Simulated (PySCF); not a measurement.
A calculated (PBE, PySCF 2.14, aug-cc-pwCVTZ, the non-relativistic Hamiltonian (point nucleus)) atom or ion has these occupied shells.

```json
{"shell": "1s β", "electrons": "1", "orbital energy (eV)": "-7515.8", "rms radius, mean of both spins (bohr)": "0.0659"}
{"shell": "1s α", "electrons": "1", "orbital energy (eV)": "-7515.8", "rms radius, mean of both spins (bohr)": "0.0659"}
{"shell": "2s α", "electrons": "1", "orbital energy (eV)": "-883.31", "rms radius, mean of both spins (bohr)": "0.281"}
{"shell": "2s β", "electrons": "1", "orbital energy (eV)": "-881.69", "rms radius, mean of both spins (bohr)": "0.281"}
{"shell": "2p α", "electrons": "3", "orbital energy (eV)": "-766.74", "rms radius, mean of both spins (bohr)": "0.251"}
{"shell": "2p β", "electrons": "3", "orbital energy (eV)": "-765.54", "rms radius, mean of both spins (bohr)": "0.251"}
{"shell": "3s α", "electrons": "1", "orbital energy (eV)": "-101.19", "rms radius, mean of both spins (bohr)": "0.842"}
{"shell": "3s β", "electrons": "1", "orbital energy (eV)": "-97.723", "rms radius, mean of both spins (bohr)": "0.842"}
{"shell": "3p α", "electrons": "3", "orbital energy (eV)": "-66.385", "rms radius, mean of both spins (bohr)": "0.892"}
{"shell": "3p β", "electrons": "3", "orbital energy (eV)": "-62.975", "rms radius, mean of both spins (bohr)": "0.892"}
{"shell": "3d α", "electrons": "5", "orbital energy (eV)": "-9.673", "rms radius, mean of both spins (bohr)": "1.23"}
{"shell": "3d β", "electrons": "2", "orbital energy (eV)": "-7.408", "rms radius, mean of both spins (bohr)": "1.23"}
{"shell": "4s α", "electrons": "1", "orbital energy (eV)": "-5.605", "rms radius, mean of both spins (bohr)": "3.19"}
{"shell": "4s β", "electrons": "1", "orbital energy (eV)": "-5.052", "rms radius, mean of both spins (bohr)": "3.19"}
```

(1) Name the element and its charge.

Results:

(1) Co (cobalt, neutral), in [Ar] 3d7 4s2, high-spin 4F determinant.
